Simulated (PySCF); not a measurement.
C$_{4}$H$_{7}$Al (SMILES C=[CH][AlH][CH]=C), singlet, at a GFN2-xTB geometry (such geometries of metal compounds can be far from the true shape).

The PySCF input:
```python
from pyscf import gto, scf, dft

mol = gto.Mole()
mol.atom = '''
    Al   -0.179286   -0.042845    0.115995
    H    -1.456445   -0.348051    0.942299
    C    -0.333003    1.522734   -1.090884
    C    -1.525126    2.123759   -1.055131
    H     0.419225    1.941247   -1.762384
    H    -1.789917    2.992468   -1.645309
    H    -2.307952    1.747194   -0.403975
    C     1.331412   -1.284141    0.444928
    C     1.071171   -2.232243    1.348834
    H     2.323026   -1.285923   -0.011812
    H     1.775948   -2.995806    1.654347
    H     0.100110   -2.274808    1.832415
'''
mol.basis = 'def2-svpd'
mol.charge = 0
mol.spin = 0
mol.verbose = 4
mol.max_memory = 1800
mol.build()

mf = dft.RKS(mol)
mf.xc = 'r2scan'
mf = mf.density_fit(auxbasis='def2-universal-jkfit')
mf.kernel()
```

**Question.** What does this run give for the HOMO energy, number of basis functions, nuclear repulsion energy, dipole moment, Mulliken (on the basis functions themselves) charges in atom order?

**Answer.** 
```yaml
HOMO energy: -6.76 eV
number_of_basis_functions: 160
nuclear_repulsion_energy: 175.2749 Eh
dipole_moment: 0.54 D
Mulliken (on the basis functions themselves) charges in atom order: Al1 0.59, H2 -0.18, C3 -0.22, C4 0.44, H5 -0.10, H6 -0.22, H7 -0.10, C8 -0.22, C9 0.44, H10 -0.10, H11 -0.22, H12 -0.10
```
